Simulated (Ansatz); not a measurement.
All values below come from PBE-D3(BJ)/def2-TZVP (Ansatz, a program for electronic structure). No frequencies were computed at this level.

Ansatz 0.2 input:
```yaml
crystal:
  periodic: [false, false, false]
  atoms:
    - { symbol: N, position_ang: [2.767304, -0.427476, -0.02502] }
    - { symbol: C, position_ang: [1.619553, -0.379042, -0.015844] }
    - { symbol: N, position_ang: [0.318395, -0.494958, -0.006721] }
    - { symbol: C, position_ang: [-0.546161, 0.429712, 0.008011] }
    - { symbol: O, position_ang: [-1.832364, 0.164025, 0.015521] }
    - { symbol: H, position_ang: [-0.34372, 1.503968, 0.015789] }
    - { symbol: H, position_ang: [-1.983005, -0.796232, 0.008263] }
basis:
  gaussian: { orbitals: def2-tzvp }
hamiltonian:
  xc: pbe
  dispersion: d3bj
relax:
  max_steps: 150
```

Output:

```
Functional definition: PBE
909 factors; their error is unknown
mean field evaluation 1: about -7116.9848 eV, gradient 7.4e1 eV
mean field evaluation 2: about -7088.9030 eV, gradient 1.2e2 eV
mean field evaluation 4: about -7127.0238 eV, gradient 1.2e1 eV
mean field evaluation 8: about -7127.2913 eV, gradient 2.5e-1 eV
mean field evaluation 16: about -7127.2727 eV, gradient 3.3e-4 eV
mean field -7127.27265444 eV, -261.9224390117 hartree, gradient 1.7e-5 eV, S^2 0.000000; 0 other end points of the search recorded, 0 dependent functions left out
reference -7127.27268610 eV, -261.9224401751 hartree; 18, 18 occupied and 149, 149 virtual orbitals, 909 factors
relax step   1: F+E_penalty+E_count = -7127.39149476 eV  Δ(F+E_penalty+E_count) = +0.000e0 eV  max|allowed force component| = 2.761e0 eV/Å  Δτ_max = 0.0000 Å  (29 SCF iters, accepted)
these checks for a lower state are left out or cut short: starts, cluster_reference, orbital_swaps, neighbouring_geometries, increment
909 factors; their error is unknown
mean field -7127.33553258 eV, -261.9247497408 hartree, gradient 7.8e-6 eV, S^2 0.000000; 0 other end points of the search recorded, 0 dependent functions left out
reference -7127.33556423 eV, -261.9247509038 hartree; 18, 18 occupied and 149, 149 virtual orbitals, 909 factors
relax step   2: F+E_penalty+E_count = -7127.45387207 eV  Δ(F+E_penalty+E_count) = -6.238e-2 eV  max|allowed force component| = 5.768e-1 eV/Å  Δτ_max = 0.0313 Å  (36 SCF iters, accepted)
these checks for a lower state are left out or cut short: starts, cluster_reference, orbital_swaps, neighbouring_geometries, increment
909 factors; their error is unknown
mean field evaluation 32: about -7127.3487 eV, gradient 8.1e-6 eV
mean field -7127.34866686 eV, -261.9252324165 hartree, gradient 8.4e-6 eV, S^2 0.000000; 0 other end points of the search recorded, 0 dependent functions left out
reference -7127.34869836 eV, -261.9252335744 hartree; 18, 18 occupied and 149, 149 virtual orbitals, 909 factors
relax step   3: F+E_penalty+E_count = -7127.46707775 eV  Δ(F+E_penalty+E_count) = -1.321e-2 eV  max|allowed force component| = 3.648e-1 eV/Å  Δτ_max = 0.0226 Å  (36 SCF iters, accepted)
these checks for a lower state are left out or cut short: starts, cluster_reference, orbital_swaps, neighbouring_geometries, increment
909 factors; their error is unknown
mean field -7127.35786737 eV, -261.9255705293 hartree, gradient 1.1e-5 eV, S^2 0.000000; 0 other end points of the search recorded, 0 dependent functions left out
reference -7127.35789859 eV, -261.9255716764 hartree; 18, 18 occupied and 149, 149 virtual orbitals, 909 factors
relax step   4: F+E_penalty+E_count = -7127.47676364 eV  Δ(F+E_penalty+E_count) = -9.686e-3 eV  max|allowed force component| = 4.175e-1 eV/Å  Δτ_max = 0.0418 Å  (35 SCF iters, accepted)
these checks for a lower state are left out or cut short: starts, cluster_reference, orbital_swaps, neighbouring_geometries, increment
909 factors; their error is unknown
mean field -7127.36003664 eV, -261.9256502484 hartree, gradient 8.5e-6 eV, S^2 0.000000; 0 other end points of the search recorded, 0 dependent functions left out
reference -7127.36006774 eV, -261.9256513912 hartree; 18, 18 occupied and 149, 149 virtual orbitals, 909 factors
relax step   5: F+E_penalty+E_count = -7127.47921232 eV  Δ(F+E_penalty+E_count) = -2.449e-3 eV  max|allowed force component| = 1.454e-1 eV/Å  Δτ_max = 0.0221 Å  (36 SCF iters, accepted)
these checks for a lower state are left out or cut short: starts, cluster_reference, orbital_swaps, neighbouring_geometries, increment
909 factors; their error is unknown
mean field -7127.36032618 eV, -261.9256608888 hartree, gradient 8.1e-6 eV, S^2 0.000000; 0 other end points of the search recorded, 0 dependent functions left out
reference -7127.36035725 eV, -261.9256620304 hartree; 18, 18 occupied and 149, 149 virtual orbitals, 909 factors
relax step   6: F+E_penalty+E_count = -7127.47961838 eV  Δ(F+E_penalty+E_count) = -4.061e-4 eV  max|allowed force component| = 5.215e-2 eV/Å  Δτ_max = 0.0121 Å  (36 SCF iters, accepted)
these checks for a lower state are left out or cut short: starts, cluster_reference, orbital_swaps, neighbouring_geometries, increment
909 factors; their error is unknown
mean field -7127.36034631 eV, -261.9256616284 hartree, gradient 8.1e-6 eV, S^2 0.000000; 0 other end points of the search recorded, 0 dependent functions left out
reference -7127.36037737 eV, -261.9256627700 hartree; 18, 18 occupied and 149, 149 virtual orbitals, 909 factors
relax step   7: F+E_penalty+E_count = -7127.47967014 eV  Δ(F+E_penalty+E_count) = -5.175e-5 eV  max|allowed force component| = 4.345e-2 eV/Å  Δτ_max = 0.0060 Å  (36 SCF iters, accepted)
these checks for a lower state are left out or cut short: starts, cluster_reference, orbital_swaps, neighbouring_geometries, increment
909 factors; their error is unknown
mean field evaluation 64: about -7127.3602 eV, gradient 4.5e-1 eV
mean field -7127.36045303 eV, -261.9256655504 hartree, gradient 8.1e-6 eV, S^2 0.000000; 0 other end points of the search recorded, 0 dependent functions left out
reference -7127.36048410 eV, -261.9256666922 hartree; 18, 18 occupied and 149, 149 virtual orbitals, 909 factors
relax step   8: F+E_penalty+E_count = -7127.47975539 eV  Δ(F+E_penalty+E_count) = -8.525e-5 eV  max|allowed force component| = 3.234e-3 eV/Å  Δτ_max = 0.0026 Å  (37 SCF iters, accepted)
909 factors; their error is unknown
mean field -7127.36045303 eV, -261.9256655504 hartree, gradient 8.1e-6 eV, S^2 0.000000; 1 other end points of the search recorded, 0 dependent functions left out
reference -7127.36048410 eV, -261.9256666922 hartree; 18, 18 occupied and 149, 149 virtual orbitals, 909 factors
Total energy: -7127.47978646 eV, -261.9300509729 hartree
Atom 0 at     2.770961    -0.317932    -0.024213 Å, force    -0.001362    -0.000498     0.000097 eV/Å
Atom 1 at     1.601638    -0.387332    -0.015678 Å, force     0.003234     0.001006     0.000047 eV/Å
Atom 2 at     0.285885    -0.591769    -0.007240 Å, force    -0.001839     0.001342    -0.000141 eV/Å
Atom 3 at    -0.534320     0.397331     0.007642 Å, force    -0.002475    -0.002727    -0.000260 eV/Å
Atom 4 at    -1.850540     0.204460     0.015976 Å, force    -0.000470    -0.000192     0.000177 eV/Å
Atom 5 at    -0.266808     1.460873     0.014847 Å, force     0.001834     0.000436     0.000031 eV/Å
Atom 6 at    -2.006815    -0.765633     0.008665 Å, force     0.001077     0.000632     0.000049 eV/Å
Dipole moment:    -0.971466     0.122076     0.008567 e Å
```

Cost: about 30 core-seconds (a rough figure).
